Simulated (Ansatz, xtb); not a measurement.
Stretching the Sn1–H3 bond in H5NSn (SMILES [NH2][SnH3]) (multiplicity 1 held, fragments rigid). Energies count from the point at 1.709 Å.
Geometry at that point (charge 0, multiplicity 1):
```xyz
7

Sn    -0.28216     0.02775     0.02378
N      1.74303    -0.14346    -0.23754
H     -0.98599    -1.02540    -1.12314
H     -0.65128     1.66593    -0.29254
H     -0.81070    -0.39503     1.60667
H      2.08101    -1.08855    -0.09745
H      2.27356     0.45968     0.38037
```

Restricted levels (R-, RO-) in cc, def2 and unpolarised 6-31G sets keep to the state of the molecule at rest. Unrestricted levels (U-) break spin symmetry where that is lower. Active spaces are followed from a long bond inwards. Left out are points that failed, MP2 points in a non-variational dive below the minimum, coupled-cluster points behind a sign of a changed root (a jump of the amplitudes, or a one-step jump against full CI or MRCI), small-basis points behind a change of solution, and semi-empirical points at long bonds. Curves can end on different states.

Correlated levels freeze the cores. Filled d and f shells under p-block atoms count as core.

The values were computed with Ansatz (Gaussian orbitals); xtb for the GFN methods.  In def2 rows elements past Kr take small-core potentials, without spin–orbit coupling. The GFN methods have no spin term and hold the electronic entropy of 300 K.

Energies in kJ/mol.

| R (Å) | GFN2-xTB | U-HF/def2-SVP | R-CCSD(T)/def2-SVP | CASSCF(2,2)/def2-SVP | FIC-MRCISD+Q on CASSCF(2,2)/def2-SVP |
|---|---|---|---|---|---|
| 1.367 | 99 | 137 | 140 | 147 | 139 |
| 1.538 | 10 | 26 | 29 | 32 | 28 |
| 1.709 | 0 | 0 | 0 | 0 | 0 |
| 1.880 | 16 | 17 | 14 | 10 | 14 |
| 2.051 | 41 | 57 | 48 | 41 | 48 |
| 2.307 | 85 | 133 | 112 | 100 | 112 |
| 2.563 | 133 | 193 | 174 | 157 | 174 |
| 2.990 | 202 | 236 | 251 | 230 | 251 |
| 3.418 | 254 | 249 | 291 | 270 | 293 |
| 3.930 | 297 | 254 | 303 | 290 | 313 |
| 4.614 | 328 | 255 | 296 | 296 | 320 |
| 5.468 | left out | 255 | 286 | 298 | 321 |

Doubts at one or more of the structures used: a spin-contaminated determinant (U-HF/def2-SVP); a restricted determinant that unrestricted orbitals would lower (R-CCSD(T)/def2-SVP); other coupled-cluster roots lie near (R-CCSD(T)/def2-SVP); T1 above 0.05 (R-CCSD(T)/def2-SVP).

Ansatz is a program for electronic structure.
